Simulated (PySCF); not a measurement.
# Electron correlation in Kr³⁺ (krypton, charge +3)

[Ar] 3d10 4s2 4p3, high-spin 4S determinant. Computed with PySCF 2.14 in def2-TZVPPD, with the non-relativistic Hamiltonian (point nucleus). Frozen: [Ne]; 23 electrons correlated.

```csv
level,correlation energy (mhartree)
CCSD,-253.27
(T),-5.30
CCSD(T),-258.57
```

Diagnostics: T1 = 0.0025, D1 = 0.0051, largest double amplitude 0.048.

Cost of the coupled-cluster step: about 18 core-seconds, for 23 correlated electrons.

This basis was not built for core-valence correlation, so the inner-shell part is incomplete.
